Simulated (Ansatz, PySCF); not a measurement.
Molecule: CNO (charge 0, doublet). SMILES: [N]=C=O
Coordinates optimised at B3LYP-D3(BJ)/def2-TZVP (Ansatz, a quantum-chemistry and plane-wave program):
```
C
O 1 1.1754
N 1 1.2216 2 180.00
```
Charge 0, spin multiplicity 2.

Wanted: enthalpy of formation at 298 K, in kcal/mol. Set-up: no spin-orbit coupling; 6-31G* and kin with 6d, 5d where marked; non-relativistic; 6-311+G** with 5d; UHF or UKS for open shells; dispersion terms only where a functional's name holds one; valence correlation only. Basis-set limits of correlation are two-point, X^-3; Hartree-Fock from the larger set. Ab initio and DFT rows: single points at B3LYP-D3(BJ) geometries (Ansatz), with unscaled harmonic terms from B3LYP/6-31G* at its own minima, enthalpies of formation by atomisation with measured atoms. A UHF reference is markedly spin-contaminated in at least one set, which strains HF and MP2.

Measured values: Active Thermochemical Tables 1.112 (ions: stationary electron), as tabulated in the package chemicals; they hold spin-orbit and core effects, anharmonicity. 

Value to compare with, the measured value: 30.4 kcal/mol.

```csv
level,program,enthalpy of formation at 298 K (kcal/mol),error
HF/6-31G*,Ansatz,173.3,142.9
PBE/6-31G*,Ansatz,0.0,-30.4
PBE/def2-SVP,Ansatz,-7.0,-37.4
PBE/6-311+G**,Ansatz,2.6,-27.8
BP86/6-31G* (5d),PySCF,2.9,-27.5
B3LYP/STO-3G,Ansatz,60.9,30.5
B3LYP/6-31G*,Ansatz,28.0,-2.4
B3LYP/cc-pVDZ,Ansatz,30.4,0.0
MP2/6-31G*,Ansatz,50.7,20.3
B2PLYP-D3(BJ)/def2-TZVPD,Ansatz + dftd3,27.9,-2.5
"CCSD(T)/CBS(cc-pVTZ,cc-pVQZ)",Ansatz,32.7,2.3
```

Among the 9 habitual levels, HF/6-31G* lies farthest from the measured value (142.9 kcal/mol) and B3LYP/cc-pVDZ nearest (0.0); 3 of 9 lie above it, and their mean absolute error is 35.5 kcal/mol, the median 27.8. One case shows no general order.

The levels are drawn from those run, B3LYP/6-31G* more often than the rest, none by its result; runs whose electronic state is in doubt are left out.
